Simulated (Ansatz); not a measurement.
Reaction (ligand exchange at the Si–C bond): `C/C=C/[SiH2]N` + `C[SeH]` → `C[Se][SiH2]N` + propene

Calculated with Ansatz (gas phase, PBE0-D4/def2-TZVP geometries, no zero-point term in ΔE). CBS: MP2 limit from def2 TZ/QZ plus the TZ coupled-cluster correction, frozen cores. DFT in def2-TZVPP. B3LYP here is the variant with VWN-RPA as its local correlation; programs differ in this. For Se outer-core shells are correlated without core-valence functions, which leaves a few kJ/mol of doubt a bond. Scalar relativity is left out up to krypton. Each species was taken in one conformer, which may not be the lowest.

```
             level  ΔE (kJ/mol)
      CAM-B3LYP-D4        -58.5
             B3LYP        -59.3
           LC-ωPBE        -59.9
SCS-MP2/def2-TZVPP        -60.0
```

What does CCSD(T)/CBS give? (Estimate.)

Ansatz gave: -63.9 kJ/mol. The listed levels differ from it by 5.4, 4.6, 4.0, 3.9 kJ/mol.

Largest T1 diagnostic among the species: 0.010.

Leaving LDA and LC-ωPBE aside and taking each functional with its dispersion term where it has one, the values, not all of them listed here, spread over 7.1 kJ/mol, from PBE-D4 to B97M-V. At CCSD(T), def2-SVP lies +7.6 kJ/mol from the extrapolated value and def2-TZVPP +4.9 kJ/mol.

CCSD(T)/CBS has its own doubt, a few kJ/mol and more with outer-core shells, so smaller differences from it don't rank the levels.
